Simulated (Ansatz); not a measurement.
Relaxation of C2H6FSi (10 atoms, charge 1, multiplicity 1), to a largest force component of 0.015 eV/Å in at most 40 steps.

The calculation used RKS PBE-D4/def2-SVP in Ansatz.

```xyz
10
Properties=species:S:1:pos:R:3
C -0.354 1.136 -0.792
C -0.209 -0.250 -0.470
F -0.605 -1.079 -1.372
Si 0.524 -1.032 1.171
H 0.009 1.793 -0.007
H -1.406 1.359 -1.033
H 0.131 1.360 -1.755
H 0.904 0.094 2.006
H 1.590 -1.838 0.572
H -0.641 -1.823 1.572
```

Problem. Where does it end, and by what steps?

Solution. The forces met the threshold. The force dipped under the threshold on the way, but the program's further checks kept it going. Limits of this set-up: the dipole of an ion depends on the origin. After 24 steps the energy has fallen by 0.109 eV; H5 moved furthest, 0.69 Å.

```csv
step,energy less start (eV),largest force component (eV/Å),accepted
0,0.0000,0.720,yes
1,-0.0760,0.220,yes
2,-0.0812,0.144,yes
3,-0.0817,0.076,yes
4,-0.0821,0.022,yes
5,-0.0821,0.040,yes
6,-0.0821,0.025,yes
7,-0.0822,0.010,yes
8,-0.0823,0.019,yes
9,-0.0663,0.637,no
10,-0.0840,0.060,yes
11,-0.0848,0.096,yes
12,-0.0843,0.296,no
13,-0.0870,0.089,yes
14,-0.0901,0.158,yes
15,-0.0905,0.378,yes
16,-0.1036,0.041,yes
17,-0.1022,0.127,no
18,-0.1045,0.045,yes
19,-0.1062,0.152,yes
20,-0.1071,0.135,yes
21,-0.1081,0.039,yes
22,-0.1084,0.051,yes
23,-0.1085,0.023,yes
24,-0.1085,0.003,yes
```

```xyz
10
Properties=species:S:1:pos:R:3
C -0.242 1.135 -0.896
C -0.227 -0.258 -0.507
F -0.647 -1.095 -1.392
Si 0.383 -1.043 1.175
H 0.566 1.714 -0.400
H -1.184 1.544 -0.429
H -0.309 1.296 -1.991
H 0.390 0.077 2.161
H 1.757 -1.469 0.735
H -0.546 -2.182 1.436
```

Whether the end is a true minimum wasn't checked by a vibrational analysis.

Run time: 75 s on 1 thread of Arm Neoverse V1, with other jobs on the host, peak memory 0.12 GiB.
